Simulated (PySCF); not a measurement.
C₂H₄BFO₂, SMILES COB(F)C=O. The structure is a stationary point at PBE-D3(BJ)/def2-SVP. The structure was generated by enumeration, and PubChem lists no compound with its InChIKey, so it may never have been made. Other conformers were not sampled.

Computed equilibrium geometry at PBE-D3(BJ)/def2-SVP (PySCF confirms it by a frequency run) as bond lengths and angles, and its point group (one conformer of several):
point group Cs.
Atoms: C1 O2 B3 F4 C5 O6 H7 H8 H9 H10. Bonded distances (Å): C1–O2 1.428, C1–H7 1.106, C1–H8 1.109, C1–H9 1.109, O2–B3 1.343, B3–F4 1.342, B3–C5 1.621, C5–O6 1.224, C5–H10 1.138. Bond angles (°): O2–C1–H7 111.8, O2–C1–H8 108.4, O2–C1–H9 108.4, H7–C1–H8 110.1, H7–C1–H9 110.1, H8–C1–H9 108.1, C1–O2–B3 125.5, O2–B3–F4 117.2, O2–B3–C5 127.2, F4–B3–C5 115.6, B3–C5–O6 125.4, B3–C5–H10 115.4, O6–C5–H10 119.2.
Charge 0, spin multiplicity 1.
